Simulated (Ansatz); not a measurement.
Coupled-cluster diagnostics for Cu2H4, Ansatz.

Geometry of the singlet (r2SCAN-D4/def2-TZVP):

Cartesian coordinates in Å:
```
Cu 1.5173 -0.2104 -0.6909
Cu -0.7024 0.1144 -0.0617
H -2.1191 0.3027 0.7770
H 2.7909 -0.4469 0.0706
H 0.0743 0.0527 -1.4402
H -1.5609 0.1875 1.3453
```

Correlated methods freeze 18 core orbitals. In the singlet, H3 and H6 lie 0.80 Å apart (atoms count from 1), so H2 has formed as a molecule. The structure comes from a short search, and lower isomers may exist.

**Question.** Estimate the CCSD(T) correlation energy, the shares of MP2 and (T), T1 and the reference's ⟨S²⟩ for: charge 0, singlet, own geometry in def2-TZVPP; charge 0, singlet, own geometry in def2-TZVPD; charge 1, doublet, vertical in def2-TZVPP; charge -1, doublet, vertical in def2-TZVPD; and the rough time on 4 threads of Intel Xeon Platinum 8259CL on a shared host.

**Answer.** 
| state | basis | correlation (eV) | MP2 share (%) | (T) share (%) | T1 | ⟨S²⟩ (pure) | wall time | remarks |
| --- | --- | --- | --- | --- | --- | --- | --- | --- |
| charge 0, singlet, own geometry | def2-TZVPP | -28.601 | 108.3 | 4.6 | 0.032 | 0.00 (0.00) | 35 s | – |
| charge 0, singlet, own geometry | def2-TZVPD | -24.232 | 108.6 | 4.1 | 0.034 | 0.00 (0.00) | 12 s | – |
| charge 1, doublet, vertical | def2-TZVPP | -26.032 | 103.0 | 3.5 | 0.098 | 0.76 (0.75) | 7.1 min | large T1 |
| charge -1, doublet, vertical | def2-TZVPD | -24.711 | 108.1 | 4.3 | 0.037 | 0.76 (0.75) | 43 s | HOMO above zero |
Customary marks for T1 are 0.02 (closed shells), 0.045 (open shells) and about 0.05 (3d metals). T1 exceeds 0.02 in 4 of 4 rows and 0.045 in 1; the higher it lies, the less the single-reference result can be trusted.
